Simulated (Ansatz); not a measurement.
## Ligand exchange: B(CH3)(OH)2 + SiHCl3 → BH(OH)2 + Si(CH3)Cl3

Species: B(CH3)(OH)2 (methylboronic acid), singlet; SiHCl3 (trichlorosilane) `Cl[SiH](Cl)Cl`, singlet; BH(OH)2, singlet; Si(CH3)Cl3, singlet. The partners trade CH3 for H: B–CH3 and Si–H bonds give way to B–H and Si–CH3.

Shapes, held fixed at every level: PBE0-D4/def2-TZVP. Flexible molecules stand in one conformer, not always the lowest. Programs: Ansatz 0.2.0. The zero-point and thermal change to 298 K, harmonic and unscaled (PBE0-D4/def2-TZVP), is +2.0 kJ/mol.

Task: Estimate ΔH(298 K) of this reaction.

Result: The highest level, CCSD(T)/CBS estimate, gives ΔH(298 K) = -17.9 kJ/mol; the levels span -21.0 to -14.2. The column of differences is taken from that level and isn't an error. No measured value is set beside it here. The CBS estimate extrapolates MP2 from def2-TZVPP and def2-QZVPP and adds CCSD(T) − MP2 in the triple-zeta set, cores frozen.

```csv
level,kind,ΔH(298 K) (kJ/mol),less CCSD(T)/CBS estimate
SPW92/def2-TZVPP,LDA,-15.1,+2.8
PBE-D4/def2-TZVPP,GGA,-17.9,0.0
PBE0-D4/def2-TZVPP,global hybrid,-18.2,-0.3
MP2/def2-SVP,perturbation theory,-14.2,+3.7
MP2/def2-TZVPP,perturbation theory,-21.0,-3.1
CCSD(T)/def2-TZVPP,coupled cluster or CI,-16.9,+1.0
CCSD/def2-TZVPP,coupled cluster or CI,-15.5,+2.4
CCSD(T)/CBS estimate,coupled cluster or CI,-17.9,0.0
```
